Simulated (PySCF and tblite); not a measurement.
C6H9NO, numbered as in [CH3:1][C:2]1=[N:3][C:4](=[O:5])[CH2:6][CH2:7][CH2:8]1.

Level: PBE0-D3(BJ)/pcSseg-1//GFN2-xTB, thermal terms from GFN2-xTB, symmetry numbers and mirror pairs counted. Conformers within 3 kcal/mol (GFN2-xTB free energy) were kept, 10 at most. GIAO shieldings: PBE0/pcSseg-1. Shifts are against TMS (¹H), TMS (¹³C), NH3 (¹⁵N) at the same level. (PySCF 2.14, tblite 0.8.)

List the conformer-averaged shifts at 298.15 K.

¹H: 2.23 (H8, 2H), 2.21 (H1, 3H), 2.00 (H6, 2H), 1.96 (H7, 2H) ppm. ¹³C: 183.3 (C2), 183.0 (C4), 36.1 (C6), 33.5 (C8), 29.7 (C1), 23.9 (C7) ppm. ¹⁵N: 382.9 (N3) ppm.

Unscaled ¹⁵N shifts at such levels can be off by tens of ppm; differences between conformers or isomers are more reliable. Shifts are unscaled: against experiment ¹³C can be off by 15 ppm or more and ¹H by 0.8 ppm.


¹⁵N shifts are against a computed isolated NH3 molecule, about 20 ppm from the liquid.